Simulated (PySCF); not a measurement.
Compound: C5H13PSi.
SMILES with atom numbers: `[CH3:1][SiH2:2][P:3]([CH3:4])[CH:5]1[CH2:6][CH2:7]1`

Structure used (GFN2-xTB), in Å, numbered top down from 1:
```xyz
20
C5H13PSi angstrom
C      2.567    1.054    0.165
Si     1.843   -0.673   -0.141
P     -0.184   -0.734    0.822
C     -0.743   -2.386    0.203
C     -1.087    0.317   -0.387
C     -1.208    1.785   -0.102
C     -2.409    0.906    0.015
H      2.572    1.287    1.226
H      3.588    1.118   -0.196
H      1.984    1.821   -0.338
H      1.832   -0.947   -1.590
H      2.669   -1.708    0.495
H     -0.655   -2.458   -0.880
H     -0.134   -3.158    0.669
H     -1.782   -2.539    0.491
H     -0.978    0.020   -1.427
H     -0.768    2.160    0.810
H     -1.150    2.475   -0.931
H     -3.183    0.984   -0.734
H     -2.779    0.689    1.007
```

Probes without a nucleus sit at each ring's centroid and 1 Å off its mean plane on both sides; NICS is minus the shielding there, NICSzz its component along the normal. Level: GIAO PBE0/pcSseg-1 (PySCF, non-relativistic, gas phase) on the GFN2-xTB geometry, one conformer.

Ring bond lengths (Å), with Mayer bond orders in brackets: C5–C6 1.500 (0.94), C6–C7 1.493 (0.99), C7–C5 1.502 (0.94).

Problem. What do the NICS probes read (ppm)?

Solution. 
```json
{"ring": "C5–C6–C7", "type": "3-membered carbocycle; formal bonds all single", "NICS(0)": "-44.5", "NICS(1), two faces": "-8.7 / -8.7", "NICS(1)zz, two faces": "-23.9 / -21.8", "rms pucker (Å)": "0.00", "centre to ring atoms, mean (Å)": "0.87"}
```

Problem. What can be read from them?

Solution. 
- C5–C6–C7: mean NICS(1)zz -22.8 ppm, shielded. C5, C6, C7 have four or more neighbours; no verdict on aromaticity is drawn. NICS(0) lies 36 ppm below the mean NICS(1).

Problem. At the second NICS(1) probe listed for ring C5–C6–C7, 1 Å off the ring, what do the in-plane components average?

Solution. The isotropic value is a third of the trace: (3 × -8.7 − (-21.8))/2 = -2.1 ppm.

Problem. List the ring angles and the Hirshfeld charges of the ring atoms.

Solution. 
- C5–C6–C7: C5 59.6° (-0.088 e), C6 60.3° (-0.091 e), C7 60.1° (-0.091 e); sum 180.0° against 180° for a flat convex ring.

Problem. What are the shieldings of the ring atoms and their hydrogens in the same run (means over atoms taken as equivalent)?

Solution. 
```tsv
atoms	environment	σ isotropic (ppm)	principal values of the symmetric part, first atom (ppm)
C5	sp3 carbon bound to phosphorus	176.1	145.3, 160.4, 222.5
C6 (×2)	three-membered-ring carbon	180.3	151.6, 179.2, 214.0
H16	methine hydrogen	31.24	24.3, 29.4, 39.9
H17 (×2)	methylene hydrogen	31.43	26.1, 28.7, 39.5
H18 (×2)	methylene hydrogen	30.98	25.8, 26.0, 41.3
```
